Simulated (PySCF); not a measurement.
Does the answer move with the share of exact exchange?

CH7FOSi2.
Numbering: `[CH3:1][SiH2:2][O:3][SiH2:4][F:5]` (hydrogens: H6, H7, H8 on C1; H9, H10 on Si2; H11, H12 on Si4)

Torsions of this conformer, `[CH3:1][SiH2:2][O:3][SiH2:4][F:5]`: C1–Si2–O3–Si4 -33°, Si2–O3–Si4–F5 -17°.

PySCF, def2-SVPD basis, density fitting, gas phase, PBE0-D3(BJ)/def2-SVP geometry; singlet excitations by full TDDFT with frozen cores, triplets by Tamm–Dancoff TDDFT and ionisation energies by ΔSCF, from the lowest of the holes tried. One functional is left out:

| functional | exact exchange (%) | HOMO energy (eV) | LUMO energy (eV) | lowest singlet excitation (eV) | lowest triplet excitation (eV) | mean polarisability (au) | vertical ionisation energy (eV) |
| --- | --- | --- | --- | --- | --- | --- | --- |
| LDA | 0 | -7.28 | -0.82 | 6.57 | 6.35 | 71.1 | 10.07 |
| PBE | 0 | -7.23 | -0.60 | 6.72 | 6.46 | 69.7 | 10.02 |
| B3LYP | 20 | -8.43 | 0.04 | 7.39 | 7.09 | 66.9 | 10.53 |
| BHandHLYP | 50 | -10.00 | 0.93 | 8.15 | 7.73 | 63.7 | 10.96 |

**Question.** Predict the row of PBE0 (25 % exact exchange) by straight lines through the other rows, and check it.

**Answer.** 
| property | line | computed | computed − line | B3LYP (20 %), for comparison |
| --- | --- | --- | --- | --- |
| HOMO energy (eV) | -8.65 | -8.64 | +0.01 | -8.43 |
| LUMO energy (eV) | 0.13 | 0.26 | +0.13 | 0.04 |
| lowest singlet excitation (eV) | 7.43 | 7.50 | +0.07 | 7.39 |
| lowest triplet excitation (eV) | 7.11 | 7.14 | +0.03 | 7.09 |
| mean polarisability (au) | 66.8 | 66.4 | -0.4 | 66.9 |
| vertical ionisation energy (eV) | 10.53 | 10.55 | +0.02 | 10.53 |

**Question.** Which of these properties follows the share of exact exchange most closely, and which least?

**Answer.** Most closely the HOMO energy, least the mean polarisability; the correlations over the tabulated rows are HOMO energy -0.999, LUMO energy 0.992, lowest singlet excitation 0.991, lowest triplet excitation 0.990, vertical ionisation energy 0.990, mean polarisability -0.977. The HOMO energy moves by -0.550 eV for every 10 %. Functionals with the same share still differ in their other parts: at 0 % LDA and PBE differ by 0.05 eV in it.
